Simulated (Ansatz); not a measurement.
Gas-phase electronic energies from Ansatz, PBE0-D4/def2-TZVP geometries. CBS: MP2 limit from def2 TZ/QZ plus the TZ coupled-cluster correction, frozen cores. DFT in def2-TZVPP. No spin–orbit coupling; open shells (•) take unrestricted orbitals. For Ga, Se outer-core shells are correlated without core-valence functions, which leaves a few kJ/mol of doubt a bond. Scalar relativity is left out up to krypton. Each species was taken in one conformer, which may not be the lowest.

Consider the homolysis of the Ga–Se bond: `[F][Ga]([F])[SeH]` → `[F][Ga][F]`• + `[SeH]`•.

CCSD(T)/CBS gives +345.9 kJ/mol.

Another level gave +328.9 kJ/mol. Which?
A. PBE-D4/def2-TZVPP
B. ωB97X-V/def2-TZVPP
C. LDA (SPW92)/def2-TZVPP
D. CAM-B3LYP-D4/def2-TZVPP

B. ωB97X-V 328.9, PBE-D4 321.1, CAM-B3LYP-D4 313.0, LDA (SPW92) 372.7 kJ/mol.

Largest T1 diagnostic among the species: 0.017.

From PBE to PBE0 (25 % exact exchange), in def2-TZVPP and without D4, ΔE moves by +3.7 kJ/mol. At CCSD(T), def2-SVP lies −27.4 kJ/mol from the extrapolated value and def2-TZVPP −15.4 kJ/mol: correlation converges slowly with the basis, and small sets miss more of it in the bonded molecule than in its fragments. In def2-TZVPP, CCSD(T) changes the Hartree–Fock value by +101.0 kJ/mol (the triples alone add +8.2 kJ/mol) and MP2 by +111.5 kJ/mol; breaking electron pairs costs correlation energy, which Hartree–Fock lacks.
